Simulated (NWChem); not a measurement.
CH$_{2}$F$_{4}$Si; SMILES F[SiH2]C(F)(F)F

```xyz
8

Si    -0.5973    -1.0923    -0.0040
F      0.6645    -2.0917     0.0071
C      0.0640     0.7109    -0.0002
F      0.8236     0.9932    -1.0837
F      0.8034     0.9960     1.0965
F     -0.9895     1.5707    -0.0110
H     -1.3823    -1.2801    -1.2438
H     -1.4022    -1.2780     1.2233
```
Atoms are numbered in this order, from 1.

All runs: NWChem. Pople sets run with spherical d functions. STO-3G and 3-21G are far too small for this property and stand as cheap habits. The geometry was optimised at B3LYP/6-31G* (spherical d). Field at 589 nm.

| level | isotropic polarisability (bohr³) | anisotropy (bohr³) |
|---|---|---|
| B3LYP/STO-3G | 19.0 | 2.1 |
| B3LYP/6-31G* | [?] | 3.4 |
| B3LYP/def2-SVP | 33.0 | 3.6 |
| B3LYP/def2-SVPD | 42.7 | 4.4 |

### Question
Fill in the missing entries.

### Answer

- B3LYP/6-31G*, isotropic polarisability (bohr³): 32.4
